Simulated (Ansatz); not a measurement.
Reaction (ligand exchange at the Si–C bond): `C[SiH](S)CS` + H–F → `C[SiH](F)S` + CH₃SH

Computed with Ansatz on PBE0-D4/def2-TZVP structures; ΔE is electronic, products minus reactants. CCSD(T)/CBS is the MP2 limit (def2-TZVPP, def2-QZVPP) plus CCSD(T) − MP2 in def2-TZVPP, frozen cores. This one scheme is used for every species. DFT in def2-TZVPP. B3LYP here is the variant with VWN-RPA as its local correlation; programs differ in this. One conformer a species, not always the lowest.

```tsv
level	ΔE (kJ/mol)
PBE-D4	-132.5
B2PLYP	-153.9
r2SCAN	-150.4
B3LYP	-161.3
```

Problem. What does CCSD(T)/CBS give? (Best estimate.)

Solution. The calculation gave: -138.7 kJ/mol. The listed levels differ from it by 6.2, -15.2, -11.7, -22.6 kJ/mol.

Largest T1 diagnostic among the species: 0.011.

In def2-TZVPP, CCSD(T) changes the Hartree–Fock value by +34.6 kJ/mol (the triples alone add +5.2 kJ/mol) and MP2 by +38.6 kJ/mol. The D4 term adds +15.4 kJ/mol with B3LYP and +8.8 kJ/mol with PBE0; it sums over pairs of atoms, weighted by their polarisabilities, and B3LYP, whose exchange is more repulsive, gets the larger term.
